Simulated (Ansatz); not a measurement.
Species: CH3F2In, SMILES `[CH3][In]([F])[F]` with one electron removed (charge 1, multiplicity 2), formula CH₃F₂In.

Problem. How many basis functions does frozen-core CCSD(T)/def2-TZVPP // B3LYP-D3(BJ)/def2-TZVP (Ansatz, a first-principles code) use, how many core orbitals are frozen, and how many electrons are correlated?

Solution. 185 basis functions and 7 frozen orbitals, which leaves 33 correlated electrons (filled d shells below the valence shell are correlated). Core time is of the order of minutes.
